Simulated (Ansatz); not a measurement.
Steps of a relaxation of C2H9NOSi (`CC(N)O[SiH3]`) with RKS PBE-D4/def2-SVP.

```sh
$ ansatz run in.yaml --threads 4 --pin off --events-out ev --progress --plain --max-ram 10444MiB
```

```yaml
crystal:
  periodic: [false, false, false]
  atoms:
    - {symbol: C, position_ang: [-1.120900, 0.748700, 0.809700]}
    - {symbol: C, position_ang: [0.186200, 0.120800, 0.602400]}
    - {symbol: N, position_ang: [1.171300, 0.938200, 1.240600]}
    - {symbol: O, position_ang: [0.600500, 0.075300, -0.770700]}
    - {symbol: Si, position_ang: [0.139600, -1.301200, -1.663400]}
    - {symbol: H, position_ang: [-1.203800, 1.790400, 0.308200]}
    - {symbol: H, position_ang: [-1.376600, 0.924200, 1.864000]}
    - {symbol: H, position_ang: [-1.928400, 0.210300, 0.341000]}
    - {symbol: H, position_ang: [0.195400, -0.849100, 1.120400]}
    - {symbol: H, position_ang: [1.218800, 1.838400, 0.800400]}
    - {symbol: H, position_ang: [2.096300, 0.519400, 1.054400]}
    - {symbol: H, position_ang: [0.858500, -2.456000, -1.048700]}
    - {symbol: H, position_ang: [0.502100, -1.081400, -3.072800]}
    - {symbol: H, position_ang: [-1.351900, -1.507300, -1.556900]}
basis:
  gaussian: {orbitals: def2-SVP}
hamiltonian: {xc: pbe, dispersion: d4}
relax: {f_tol: 0.03, max_steps: 200}
```

Positions (Å) and forces (eV/Å) along the path, 9 of 9 steps:

```xyz
14
step=1 energy=-13617.9652 eV
C    -1.121    0.749    0.810   -1.701    2.499   -0.803
C     0.186    0.121    0.602    1.934    1.331    0.259
N     1.171    0.938    1.241    0.952   -1.010    1.479
O     0.601    0.075   -0.771   -0.889   -1.038   -0.906
Si    0.140   -1.301   -1.663   -0.173    0.464    0.636
H    -1.204    1.790    0.308    0.459   -1.083    0.509
H    -1.377    0.924    1.864    0.135   -0.229    0.300
H    -1.928    0.210    0.341   -0.821   -0.773   -0.330
H     0.195   -0.849    1.120    0.151   -0.777   -0.161
H     1.219    1.838    0.800   -0.212    1.009   -0.562
H     2.096    0.519    1.054   -0.102    0.045    0.160
H     0.859   -2.456   -1.049    0.042   -0.363   -0.077
H     0.502   -1.081   -3.073    0.204    0.045   -0.447
H    -1.352   -1.507   -1.557    0.020   -0.119   -0.057
14
step=2 energy=-13618.2834 eV
C    -1.140    0.764    0.779   -0.667    1.114   -0.166
C     0.234    0.186    0.605    0.587   -0.069    0.316
N     1.219    0.971    1.304    0.017   -0.347   -0.049
O     0.564    0.081   -0.799   -0.257   -0.470   -0.356
Si    0.094   -1.315   -1.653    0.118    0.339    0.249
H    -1.196    1.788    0.313    0.106   -0.411    0.190
H    -1.403    0.876    1.847    0.056   -0.067    0.068
H    -1.929    0.168    0.290   -0.023   -0.224   -0.076
H     0.247   -0.829    1.066    0.103   -0.155   -0.036
H     1.254    1.905    0.889   -0.064    0.318   -0.106
H     2.148    0.566    1.124   -0.037   -0.013    0.074
H     0.796   -2.522   -1.089   -0.002   -0.064    0.017
H     0.491   -1.114   -3.076    0.050    0.049   -0.116
H    -1.394   -1.555   -1.572    0.012    0.002   -0.011
14
step=3 energy=-13618.3163 eV
C    -1.152    0.789    0.787   -0.157    0.017    0.063
C     0.235    0.183    0.616    0.165    0.059    0.179
N     1.223    0.974    1.299   -0.063   -0.048   -0.200
O     0.537    0.068   -0.800   -0.092   -0.295   -0.173
Si    0.097   -1.325   -1.659    0.070    0.245    0.108
H    -1.188    1.797    0.324    0.037   -0.005   -0.015
H    -1.404    0.888    1.861    0.018   -0.011   -0.019
H    -1.929    0.167    0.298    0.051    0.011    0.011
H     0.263   -0.841    1.069   -0.022    0.062   -0.016
H     1.244    1.917    0.883   -0.017   -0.044    0.040
H     2.154    0.571    1.125   -0.003    0.010    0.037
H     0.785   -2.545   -1.094    0.004    0.008   -0.008
H     0.513   -1.103   -3.082    0.017    0.002    0.019
H    -1.391   -1.570   -1.599   -0.009   -0.011   -0.025
14
step=4 energy=-13618.3229 eV
C    -1.151    0.773    0.819   -0.059    0.022   -0.011
C     0.243    0.189    0.624   -0.147   -0.221   -0.006
N     1.227    0.992    1.263    0.222    0.216    0.041
O     0.505    0.052   -0.802    0.025   -0.043    0.067
Si    0.080   -1.326   -1.666    0.049    0.106   -0.022
H    -1.206    1.771    0.338   -0.010    0.004   -0.002
H    -1.385    0.884    1.895    0.013   -0.008   -0.001
H    -1.921    0.128    0.351    0.003    0.020    0.007
H     0.293   -0.828    1.087   -0.015   -0.015   -0.016
H     1.231    1.930    0.840    0.007    0.017    0.029
H     2.165    0.600    1.109   -0.032   -0.007    0.000
H     0.689   -2.566   -1.059   -0.025   -0.013    0.042
H     0.634   -1.119   -3.039   -0.017   -0.025   -0.098
H    -1.416   -1.508   -1.730   -0.015   -0.052   -0.028
14
step=5 energy=-13618.3268 eV
C    -1.144    0.763    0.825   -0.057    0.002   -0.004
C     0.253    0.180    0.644   -0.039   -0.198   -0.009
N     1.230    1.014    1.265    0.040    0.047    0.020
O     0.523    0.015   -0.779    0.011   -0.004    0.046
Si    0.075   -1.330   -1.685    0.009    0.086    0.124
H    -1.201    1.753    0.328   -0.006    0.013   -0.006
H    -1.378    0.891    1.900    0.015   -0.005   -0.005
H    -1.917    0.112    0.369    0.027    0.003    0.005
H     0.306   -0.829    1.130    0.020    0.087   -0.068
H     1.202    1.948    0.837    0.004    0.076   -0.014
H     2.177    0.650    1.103   -0.010   -0.060   -0.011
H     0.628   -2.595   -1.076   -0.012   -0.024    0.009
H     0.657   -1.126   -3.048    0.004    0.002   -0.057
H    -1.424   -1.474   -1.784   -0.006   -0.025   -0.031
14
step=6 energy=-13618.3287 eV
C    -1.147    0.759    0.833    0.007    0.007   -0.006
C     0.253    0.183    0.645   -0.032   -0.064   -0.045
N     1.234    1.020    1.258    0.038    0.059    0.050
O     0.518    0.021   -0.777    0.004    0.010    0.020
Si    0.076   -1.324   -1.681   -0.055   -0.035   -0.041
H    -1.212    1.749    0.334   -0.004   -0.009    0.008
H    -1.375    0.886    1.908    0.001    0.000    0.001
H    -1.914    0.101    0.379    0.000   -0.002    0.001
H     0.316   -0.825    1.126    0.008    0.012   -0.006
H     1.208    1.954    0.829    0.002    0.011   -0.004
H     2.177    0.647    1.097   -0.018   -0.023   -0.011
H     0.598   -2.597   -1.055    0.007    0.024    0.002
H     0.675   -1.132   -3.043    0.017   -0.008    0.015
H    -1.421   -1.471   -1.825    0.024    0.017    0.015
14
step=7 energy=-13618.3300 eV
C    -1.145    0.745    0.840   -0.001   -0.007   -0.009
C     0.260    0.183    0.642   -0.048   -0.004   -0.026
N     1.234    1.031    1.253    0.035    0.008    0.017
O     0.518    0.027   -0.782    0.012   -0.002    0.033
Si    0.069   -1.317   -1.683   -0.023   -0.008   -0.013
H    -1.224    1.734    0.342   -0.006   -0.005    0.002
H    -1.367    0.870    1.917    0.003   -0.004   -0.002
H    -1.908    0.078    0.392   -0.011    0.004    0.001
H     0.336   -0.824    1.120    0.009    0.001   -0.001
H     1.204    1.963    0.818    0.002    0.003   -0.002
H     2.177    0.659    1.089    0.009    0.004   -0.005
H     0.543   -2.590   -1.023    0.005    0.002    0.011
H     0.715   -1.162   -3.026    0.016    0.001   -0.013
H    -1.426   -1.427   -1.869   -0.002    0.007    0.006
14
step=8 energy=-13618.3302 eV
C    -1.143    0.718    0.852    0.017    0.013   -0.005
C     0.271    0.185    0.641   -0.003    0.015   -0.015
N     1.239    1.051    1.241   -0.033   -0.035   -0.008
O     0.524    0.028   -0.783    0.006   -0.002    0.021
Si    0.056   -1.307   -1.689    0.002   -0.027   -0.011
H    -1.249    1.704    0.352   -0.001   -0.012    0.006
H    -1.354    0.843    1.931    0.000   -0.002   -0.001
H    -1.900    0.036    0.417    0.007    0.000    0.002
H     0.373   -0.820    1.120   -0.003    0.004    0.002
H     1.191    1.980    0.801    0.003   -0.001   -0.001
H     2.185    0.690    1.067    0.009    0.016   -0.003
H     0.436   -2.587   -0.972   -0.027    0.055   -0.045
H     0.790   -1.207   -2.998   -0.049   -0.016    0.056
H    -1.434   -1.344   -1.952    0.072   -0.009    0.002
14
step=9 energy=-13618.3308 eV
C    -1.143    0.725    0.848    0.004   -0.002   -0.004
C     0.269    0.184    0.642   -0.003    0.001   -0.004
N     1.237    1.046    1.246   -0.012   -0.014   -0.006
O     0.526    0.027   -0.781    0.003   -0.004    0.013
Si    0.059   -1.309   -1.687   -0.002   -0.017   -0.011
H    -1.242    1.711    0.348   -0.001   -0.003    0.001
H    -1.357    0.850    1.927    0.001   -0.001   -0.002
H    -1.901    0.047    0.410    0.002    0.002    0.002
H     0.363   -0.821    1.122    0.000    0.006   -0.004
H     1.192    1.976    0.808    0.002    0.003    0.000
H     2.184    0.686    1.073    0.006    0.005   -0.002
H     0.462   -2.590   -0.990   -0.010    0.021   -0.009
H     0.767   -1.198   -3.006   -0.012    0.001    0.022
H    -1.431   -1.364   -1.930    0.023    0.002    0.004
```

It took 7 s on 4 threads of an AMD EPYC 9R45 on a shared host, with 0.18 GiB of host memory at the peak.
